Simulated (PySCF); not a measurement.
C2H8FNSi2, SMILES C[Si@H]1CN[Si@H]1F.

Coordinates come from a TPSSh-D3(BJ)/def2-SVP optimisation. The structure was generated by enumeration; whether it is a known compound was not checked.

The numbers are results of TDA-ωB97X/def2-SVPD in PySCF 2.14.0, not measurements.

Vertical excitations. Isolated molecule, no solvent.

```json
[
 {"state": "S1", "energy (eV)": "6.54", "λ (nm)": "190", "f": "0.012", "main pairs": "HOMO→LUMO+1 66 %, HOMO→LUMO 13 %, HOMO−1→LUMO 11 %"},
 {"state": "S2", "energy (eV)": "6.66", "λ (nm)": "186", "f": "0.031", "main pairs": "HOMO−1→LUMO 36 %, HOMO→LUMO 22 %, HOMO→LUMO+1 20 %, HOMO→LUMO+3 7 %"},
 {"state": "S3", "energy (eV)": "6.90", "λ (nm)": "180", "f": "0.031", "main pairs": "HOMO→LUMO 30 %, HOMO−1→LUMO 21 %, HOMO−1→LUMO+1 21 %, HOMO→LUMO+2 11 %"},
 {"state": "S4", "energy (eV)": "7.10", "λ (nm)": "175", "f": "0.107", "main pairs": "HOMO−1→LUMO+1 52 %, HOMO−1→LUMO+2 14 %"},
 {"state": "S5", "energy (eV)": "7.25", "λ (nm)": "171", "f": "0.045", "main pairs": "HOMO→LUMO+2 69 %"},
 {"state": "S6", "energy (eV)": "7.56", "λ (nm)": "164", "f": "0.261", "main pairs": "HOMO−1→LUMO+2 65 %, HOMO−1→LUMO+1 10 %"},
 {"state": "S7", "energy (eV)": "7.91", "λ (nm)": "157", "f": "0.035", "main pairs": "HOMO−2→LUMO 59 %, HOMO→LUMO+3 14 %"},
 {"state": "S8", "energy (eV)": "7.93", "λ (nm)": "156", "f": "0.010", "main pairs": "HOMO→LUMO+3 52 %, HOMO−2→LUMO 14 %"},
 {"state": "S9", "energy (eV)": "8.10", "λ (nm)": "153", "f": "0.009", "main pairs": "HOMO−1→LUMO+3 66 %"},
 {"state": "S10", "energy (eV)": "8.25", "λ (nm)": "150", "f": "0.066", "main pairs": "HOMO−2→LUMO+2 49 %, HOMO−2→LUMO+1 16 %"},
 {"state": "T1", "energy (eV)": "5.73", "λ (nm)": "216", "f": "0", "main pairs": "HOMO−1→LUMO 41 %, HOMO→LUMO 18 %, HOMO−1→LUMO+1 13 %, HOMO→LUMO+1 7 %"},
 {"state": "T2", "energy (eV)": "6.08", "λ (nm)": "204", "f": "0", "main pairs": "HOMO→LUMO 30 %, HOMO→LUMO+1 30 %, HOMO−1→LUMO 17 %, HOMO−1→LUMO+1 6 %"},
 {"state": "T3", "energy (eV)": "6.27", "λ (nm)": "198", "f": "0", "main pairs": "HOMO→LUMO+1 27 %, HOMO−1→LUMO+1 26 %, HOMO→LUMO 15 %, HOMO−1→LUMO+5 6 %"},
 {"state": "T4", "energy (eV)": "6.41", "λ (nm)": "193", "f": "0", "main pairs": "HOMO→LUMO+1 20 %, HOMO−1→LUMO+1 18 %, HOMO−1→LUMO+2 12 %, HOMO→LUMO+2 12 %"}
]
```
Triplets are in the Tamm–Dancoff approximation.
